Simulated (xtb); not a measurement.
C$_{2}$H$_{2}$, charge -1, doublet, from a rough starting geometry (a state made from the parent by changing its charge; the spin is typed, not shown lowest); xtb 6.7.1 with GFN2-xTB.

The xtb input:
```
$ xtb mol.xyz --gfn 2 --chrg -1 --uhf 1 --opt vtight --json

# file mol.xyz
4

C     -0.51946243     0.07029979    -0.18959043
C      0.55399061    -0.02037143     0.15160944
H     -1.51150420     0.24066842    -0.53915962
H      1.56713507    -0.25942679     0.55256079
```

**Question.** Write the output that xtb gives for this input, abridged.

**Answer.** 
```
   ID    Z sym.   atoms
    1    6 C      1, 2
    2    1 H      3, 4

           -------------------------------------------------
          |                Calculation Setup                |
           -------------------------------------------------

           -------------------------------------------------
          |                 G F N 2 - x T B                 |
           -------------------------------------------------

          ...................................................
          :                      SETUP                      :
          :.................................................:
          :  # basis functions                  10          :
          :  # atomic orbitals                  10          :
          :  # shells                            6          :
          :  # electrons                        11          :
          :  max. iterations                   250          :
          :  Hamiltonian                  GFN2-xTB          :
          :  restarted?                      false          :
          :  GBSA solvation                  false          :
          :  PC potential                    false          :
          :  electronic temp.          300.0000000     K    :
          :  accuracy                    1.0000000          :
          :  -> integral cutoff          0.2500000E+02      :
          :  -> integral neglect         0.1000000E-07      :
          :  -> SCF convergence          0.1000000E-05 Eh   :
          :  -> wf. convergence          0.1000000E-03 e    :
          :  Broyden damping             0.4000000          :
          :  net charge                         -1          :
          :  unpaired electrons                  1          :
          ...................................................

 iter      E             dE          RMSdq      gap      omega  full diag
   1     -5.3355395 -0.533554E+01  0.569E+00    0.12       0.0  T
   2     -5.3414520 -0.591252E-02  0.318E+00    0.09       1.0  T
   3     -5.3420841 -0.632076E-03  0.694E-01    0.06       1.0  T
   4     -5.3421839 -0.998138E-04  0.967E-02    0.07       1.0  T
   5     -5.3421887 -0.480723E-05  0.268E-02    0.07       1.9  T
   6     -5.3421899 -0.116069E-05  0.143E-02    0.07       3.5  T
   7     -5.3421899 -0.301987E-07  0.220E-03    0.07      22.7  T
   8     -5.3421899 -0.169341E-09  0.249E-04    0.07     201.2  T
   9     -5.3421899 -0.127587E-10  0.838E-05    0.07     596.8  T

   *** convergence criteria satisfied after 9 iterations ***

         :::::::::::::::::::::::::::::::::::::::::::::::::::::
         ::                     SUMMARY                     ::
         :::::::::::::::::::::::::::::::::::::::::::::::::::::
         :: total energy              -5.137521223390 Eh    ::
         :: gradient norm              0.631772864261 Eh/a0 ::
         :: HOMO-LUMO gap              0.070204803051 eV    ::
         ::.................................................::
         :: SCC energy                -5.342189929015 Eh    ::
         :: -> isotropic ES            0.179032918467 Eh    ::
         :: -> anisotropic ES          0.017146429093 Eh    ::
         :: -> anisotropic XC          0.005674313561 Eh    ::
         :: -> dispersion             -0.001575368899 Eh    ::
         :: repulsion energy           0.204668705625 Eh    ::
         :: add. restraining           0.000000000000 Eh    ::
         :: total charge              -1.000000000000 e     ::
         :::::::::::::::::::::::::::::::::::::::::::::::::::::

      -----------------------------------------------------------
     |                   =====================                   |
     |                        A N C O P T                        |
     |                   =====================                   |
     |               Approximate Normal Coordinate               |
     |                Rational Function Optimizer                |
      -----------------------------------------------------------
      -----------------------------------------------------------
     |                   =====================                   |
     |                        A N C O P T                        |
     |                   =====================                   |
     |               Approximate Normal Coordinate               |
     |                Rational Function Optimizer                |
      -----------------------------------------------------------

          ...................................................
          :                      SETUP                      :
          :.................................................:
          :   optimization level         verytight          :
          :   max. optcycles                   200          :
          :   ANC micro-cycles                  20          :
          :   degrees of freedom                 6          :
          :.................................................:
          :   RF solver                   davidson          :
          :   write xtbopt.log                true          :
          :   linear?                        false          :
          :   energy convergence         0.1000000E-06 Eh   :
          :   grad. convergence          0.2000000E-03 Eh/α :
          :   maxmium RF displ.          1.0000000          :
          :   Hlow (freq-cutoff)         0.1000000E-01      :
          :   Hmax (freq-cutoff)         5.0000000          :
          :   S6 in model hess.         20.0000000          :
          ...................................................

generating ANC from exact Hessian ...
Using Lindh-Hessian (1995)
 Shifting diagonal of input Hessian by    9.3978906950244762E-003
 Lowest  eigenvalues of input Hessian
    0.000000    0.000000    0.000000    0.000000    0.000000    0.000000
    0.010000    0.193260    0.352602    0.862506    0.897725    2.750992
 Highest eigenvalues
[...]
 * total energy  :    -5.2497375 Eh     change       -0.1832763E-04 Eh
 * total energy  :    -5.2497549 Eh     change       -0.1737485E-04 Eh
 * total energy  :    -5.2497688 Eh     change       -0.1394004E-04 Eh
 * total energy  :    -5.2497829 Eh     change       -0.1405411E-04 Eh
 * total energy  :    -5.2497915 Eh     change       -0.8641192E-05 Eh
 * total energy  :    -5.2499050 Eh     change       -0.1135013E-03 Eh
 * total energy  :    -5.2504139 Eh     change       -0.5088655E-03 Eh
 * total energy  :    -5.2504816 Eh     change       -0.6770253E-04 Eh
 * total energy  :    -5.2504978 Eh     change       -0.1616673E-04 Eh
 * total energy  :    -5.2505073 Eh     change       -0.9523343E-05 Eh
 * total energy  :    -5.2505118 Eh     change       -0.4543076E-05 Eh
 * total energy  :    -5.2505128 Eh     change       -0.9762380E-06 Eh
 * total energy  :    -5.2505128 Eh     change       -0.8703577E-08 Eh
   *** GEOMETRY OPTIMIZATION CONVERGED AFTER 28 ITERATIONS ***
[...]

          ...................................................
          :                      SETUP                      :
          :.................................................:
          :  # basis functions                  10          :
          :  # atomic orbitals                  10          :
          :  # shells                            6          :
          :  # electrons                        11          :
          :  max. iterations                   250          :
          :  Hamiltonian                  GFN2-xTB          :
          :  restarted?                      false          :
          :  GBSA solvation                  false          :
          :  PC potential                    false          :
          :  electronic temp.          300.0000000     K    :
          :  accuracy                    1.0000000          :
          :  -> integral cutoff          0.2500000E+02      :
          :  -> integral neglect         0.1000000E-07      :
          :  -> SCF convergence          0.1000000E-05 Eh   :
          :  -> wf. convergence          0.1000000E-03 e    :
          :  Broyden damping             0.4000000          :
          :  net charge                         -1          :
          :  unpaired electrons                  1          :
          ...................................................

 iter      E             dE          RMSdq      gap      omega  full diag
   1     -5.3448119 -0.534481E+01  0.211E-06    3.06       0.0  T
   2     -5.3448119  0.177636E-14  0.129E-06    3.06   38638.4  T
   3     -5.3448119  0.621725E-14  0.149E-06    3.06   33658.2  T

   *** convergence criteria satisfied after 3 iterations ***

         :::::::::::::::::::::::::::::::::::::::::::::::::::::
         ::                     SUMMARY                     ::
         :::::::::::::::::::::::::::::::::::::::::::::::::::::
         :: total energy              -5.250512830632 Eh    ::
         :: gradient norm              0.000015706196 Eh/a0 ::
         :: HOMO-LUMO gap              3.057508354162 eV    ::
         ::.................................................::
         :: SCC energy                -5.344811893174 Eh    ::
         :: -> isotropic ES            0.165586882184 Eh    ::
         :: -> anisotropic ES          0.011268733472 Eh    ::
         :: -> anisotropic XC          0.005039277027 Eh    ::
         :: -> dispersion             -0.001696192734 Eh    ::
         :: repulsion energy           0.094299062541 Eh    ::
         :: add. restraining           0.000000000000 Eh    ::
         :: total charge              -1.000000000000 e     ::
         :::::::::::::::::::::::::::::::::::::::::::::::::::::

           -------------------------------------------------
          |                Property Printout                |
           -------------------------------------------------

    * Orbital Energies and Occupations

         #    Occupation            Energy/Eh            Energy/eV
      -------------------------------------------------------------
         1        2.0000           -0.2635584              -7.1718
         2        2.0000           -0.2159086              -5.8752
         3        2.0000           -0.1719463              -4.6789
         4        2.0000           -0.0658649              -1.7923
         5        2.0000           -0.0433272              -1.1790
         6        1.0000            0.0457617               1.2452 (HOMO)
         7                          0.1581231               4.3027 (LUMO)
         8                          0.4122671              11.2184
         9                          0.4459748              12.1356
        10                          1.1486823              31.2572
      -------------------------------------------------------------
                  HL-Gap            0.1123614 Eh            3.0575 eV
             Fermi-level            0.0515798 Eh            1.4036 eV

     #   Z          covCN         q      C6AA      α(0)
     1   6 C        1.894    -0.295    40.172    10.236
     2   6 C        1.894    -0.295    40.171    10.236
     3   1 H        0.913    -0.205    11.239     5.244
     4   1 H        0.913    -0.205    11.241     5.244

 Mol. C6AA /au·bohr⁶  :        375.534831
 Mol. C8AA /au·bohr⁸  :       8367.388280
 Mol. α(0) /au        :         30.960923

Wiberg/Mayer (AO) data.
largest (>0.10) Wiberg bond orders for each atom

 ---------------------------------------------------------------------------
     #   Z sym  total        # sym  WBO       # sym  WBO       # sym  WBO
 ---------------------------------------------------------------------------
     1   6 C    3.517 --     2 C    2.573     3 H    0.899
     2   6 C    3.517 --     1 C    2.573     4 H    0.899
     3   1 H    0.951 --     1 C    0.899
     4   1 H    0.951 --     2 C    0.899
 ---------------------------------------------------------------------------

Topologies differ in total number of bonds
Writing topology from bond orders to xtbtopo.mol

molecular dipole:
                 x           y           z       tot (Debye)
 q only:       -0.086      -0.102       0.103
   full:       -0.286      -0.510       0.531       2.007
molecular quadrupole (traceless):
                xx          xy          yy          xz          yz          zz
 q only:       -3.138       0.714       1.764      -1.449       0.657       1.374
  q+dip:       -1.173       0.115       0.683      -0.419       0.625       0.490
   full:       -2.146       0.230       1.256      -0.792       1.173       0.891

optimized geometry written to: xtbopt.xyz

           -------------------------------------------------
          | TOTAL ENERGY               -5.250512830632 Eh   |
          | GRADIENT NORM               0.000015706196 Eh/α |
          | HOMO-LUMO GAP               3.057508354162 eV   |
           -------------------------------------------------
```
